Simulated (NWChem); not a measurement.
Isomers of CH4F2OSi, each optimised at B3LYP/6-31G* with NWChem, gas phase unless a solvent is named. Flexible species stand in one conformer each, which need not be the lowest. Pople sets run with spherical d functions. Relative energies count from the lowest isomer at each level and are electronic, without zero-point energy, on those geometries.

A: OC[SiH](F)F
B: F[Si](F)(O)C
C: FC[Si@H](F)O
D: O[SiH2]C(F)F

```tsv
quantity	A	B	C	D
relative energy, B3LYP/6-31G* (kcal/mol)	54.4	0.0	65.0	111.5
relative energy, PBE/def2-TZVP (kcal/mol)	55.6	0.0	64.6	112.0
relative energy, TPSSh/def2-TZVP (kcal/mol)	55.1	0.0	63.5	110.8
dipole (D), B3LYP/6-31G*	2.71	?	2.05	1.08
SMD solvation free energy in water, B3LYP/6-31G* (kcal/mol)	-4.6	?	-4.0	-3.6
```

Complete the blanks.


- dipole (D), B3LYP/6-31G*, B: 0.93
- SMD solvation free energy in water, B3LYP/6-31G* (kcal/mol), B: -4.3
